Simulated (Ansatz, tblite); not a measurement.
Cost and result up the ladder for SbTe₂⁺ (3 atoms). Charge 1, multiplicity 1. Geometry: PBE0-D4/def2-SVP.

```
atom    x (Å)    y (Å)    z (Å)
 Sb1   0.4067   1.3661  -0.4517
 Te2  -0.4247  -0.1786   1.5521
 Te3   0.0180  -1.1875  -1.1003
```

Ansatz on 4 threads of Intel Xeon Platinum 8488C on a shared host; xTB runs through tblite on one thread. Times are rough, summed over both states, and most runs start from the orbitals of an earlier one. RPA@PBE/def2-TZVP serves as the yardstick here, not as an exact answer. The other state is a quintet at its own geometry, which has other bonds, so the gap mixes isomer and spin.

In the def2 sets Sb, Te take a core potential; there is no spin–orbit coupling. The xTB rows come from tblite. B3LYP takes the VWN-RPA correlation. HSE06 is defined as in plane-wave codes, on full-range PBE exchange. Correlated methods freeze 12 core orbitals; core or outer-core shells of Sb, Te are correlated, in sets that lack core-valence functions. The order of the spin states hangs on the level: the triplet lies 0.13 eV below the singlet at r2SCAN0-D4/def2-TZVP, but 0.16 eV above it at PBE-D4/def2-TZVP. At PBE0-D4/def2-TZVP a broken-symmetry singlet of charge 1 lies 1.96 eV below the quintet, each at its own geometry. The structure comes from a short search, and lower isomers may exist.

Run but left out: HF/STO-3G (singlet: restricted singlet, unstable in another Hartree–Fock run and untested here); HF/def2-TZVP (singlet: restricted singlet, unstable towards broken spin symmetry).

Correlated methods converge slowly with the basis.

xTB has no spin-polarisation term.

```json
{"level": "GFN1-xTB", "functions": "27", "wall time": "0.005 s", "quintet − singlet (eV)": "3.85", "difference from RPA@PBE/def2-TZVP (eV)": "1.84", "remarks": "–"}
{"level": "GFN2-xTB", "functions": "27", "wall time": "0.009 s", "quintet − singlet (eV)": "3.35", "difference from RPA@PBE/def2-TZVP (eV)": "1.34", "remarks": "–"}
{"level": "PBE-D4/def2-TZVP (with forces)", "functions": "150", "wall time": "2.4 s", "quintet − singlet (eV)": "2.10", "difference from RPA@PBE/def2-TZVP (eV)": "0.09", "remarks": "–"}
{"level": "B3LYP-D4/def2-TZVP", "functions": "150", "wall time": "3.7 s", "quintet − singlet (eV)": "1.94", "difference from RPA@PBE/def2-TZVP (eV)": "-0.07", "remarks": "–"}
{"level": "PBE0-D4/def2-TZVP", "functions": "150", "wall time": "4.2 s", "quintet − singlet (eV)": "1.96", "difference from RPA@PBE/def2-TZVP (eV)": "-0.05", "remarks": "–"}
{"level": "HSE06-D4/def2-TZVP", "functions": "150", "wall time": "4.3 s", "quintet − singlet (eV)": "1.94", "difference from RPA@PBE/def2-TZVP (eV)": "-0.07", "remarks": "–"}
{"level": "r2SCAN-D4/def2-TZVP", "functions": "150", "wall time": "4.3 s", "quintet − singlet (eV)": "1.85", "difference from RPA@PBE/def2-TZVP (eV)": "-0.16", "remarks": "–"}
{"level": "BHLYP-D4/def2-TZVP", "functions": "150", "wall time": "5.7 s", "quintet − singlet (eV)": "1.72", "difference from RPA@PBE/def2-TZVP (eV)": "-0.29", "remarks": "–"}
{"level": "RPA@PBE/def2-TZVP", "functions": "150", "wall time": "6.2 s", "quintet − singlet (eV)": "2.01", "difference from RPA@PBE/def2-TZVP (eV)": "0.00", "remarks": "–"}
{"level": "MP2/def2-TZVP", "functions": "150", "wall time": "7 s", "quintet − singlet (eV)": "2.59", "difference from RPA@PBE/def2-TZVP (eV)": "0.58", "remarks": "restricted SCF unstable (singlet)"}
{"level": "B97M-V/def2-TZVP", "functions": "150", "wall time": "7.4 s", "quintet − singlet (eV)": "1.88", "difference from RPA@PBE/def2-TZVP (eV)": "-0.13", "remarks": "–"}
{"level": "r2SCAN0-D4/def2-TZVP", "functions": "150", "wall time": "10 s", "quintet − singlet (eV)": "1.72", "difference from RPA@PBE/def2-TZVP (eV)": "-0.29", "remarks": "–"}
```
